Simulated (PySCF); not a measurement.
C2H6ClSi, doublet, geometry from GFN2-xTB. Base run: BLYP/def2-SVP (PySCF).

The PySCF input:
```python
from pyscf import gto, scf, dft

mol = gto.M(
    atom='''
C    -1.388738   -1.413229   -0.131221
Si    0.046516   -0.325780    0.491918
C     1.736257   -0.955591   -0.123641
Cl   -0.231410    1.583884   -0.223030
H    -2.349278   -1.038931    0.209452
H    -1.287732   -2.437061    0.213961
H    -1.406361   -1.426368   -1.220183
H     1.762079   -0.962368   -1.212498
H     2.547508   -0.321824    0.221330
H     1.931426   -1.965633    0.221770
''',
    basis='def2-svp',
    charge=0,
    spin=1,
    verbose=4,
)

mf = dft.UKS(mol)
mf.xc = 'blyp'
mf.kernel()
```

The base run was repeated with changes; each row names its change, and settings that it needs were set with it.

| change | ΔE vs base (mEh) | fitting functions | dipole (D) |
|---|---|---|---|
| base | 0.000 | - | 1.69 |
| auxbasis = cc-pvqz-jkfit | -0.077 | 814 | 1.69 |
| auxbasis = def2-tzvp-ri | -47.943 | 468 | 1.68 |
| auxbasis = default (with mf = mf.density_fit()) | -0.328 | 266 | 1.69 |
| auxbasis = def2-svp-ri | -1297.4 | 304 | 1.70 |
| auxbasis = cc-pvdz-jkfit | -0.209 | 502 | 1.69 |
| auxbasis = even-tempered beta=3.0 | -2.039 | 490 | 1.69 |
| auxbasis = even-tempered beta=1.6 | -0.003 | 1071 | 1.69 |
| auxbasis = cc-pvtz-ri | -27.497 | 586 | 1.69 |
| auxbasis = def2-universal-jkfit | -0.092 | 514 | 1.69 |

A fitting set is made for a task (jfit for Coulomb, jkfit for Coulomb and exchange, ri for correlation) and for a family of orbital bases.

Open shells are given as the SCF converged; they aren't shown to be the lowest states, and a large step between rows can be another state.
